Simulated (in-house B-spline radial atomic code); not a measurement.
## Ionising neutral silver with different functionals

Computed with a B-spline radial code for spherical atoms: four-component Dirac-Coulomb Hamiltonian, Fermi nucleus of rms radius 4.5454 fm, spin-restricted, spherical fractional occupations for the functionals. The ionisation energy is the difference of two self-consistent energies, [Kr] 4d10 5s1 → [Kr] 4d10, without Breit or QED terms; ε is the level of the shell that loses the electron (mean over j).

Hybrids are left out here: with spherical fractional occupations of an open shell their exact exchange keeps a self-interaction that integer-occupation calculations don't have.

```
           method  rung  ΔSCF (eV)  -ε(5s) (eV)
         LDA VWN5   LDA       8.10         4.71
 relativistic LDA   LDA          ?            ?
         LDA PW92   LDA       8.10         4.71
LDA exchange-only   LDA       7.11         3.77
              PBE   GGA       7.76         4.41
           PBEsol   GGA       7.75         4.42
             BLYP   GGA       7.87         4.45
             RPBE   GGA       7.63         4.28
             PW91   GGA       7.83         4.46
             BP86   GGA       7.90         4.59
             AM05   GGA       7.71         4.38
             OLYP   GGA          ?            ?
```

Q: What does relativistic LDA give?

A: ΔSCF 8.07 eV, and -ε(5s) = 4.69 eV.

Q: What does OLYP give?

A: ΔSCF 7.44 eV, and -ε(5s) = 4.04 eV.

Q: How do they compare with the NIST value?

A: NIST lists 7.576 eV (measured, ground level to ground level). Errors run from -0.47 to +0.52 eV; RPBE is closest (+0.06 eV), but part of that can be cancellation, since the calculations leave out Breit-QED terms, spin polarisation.
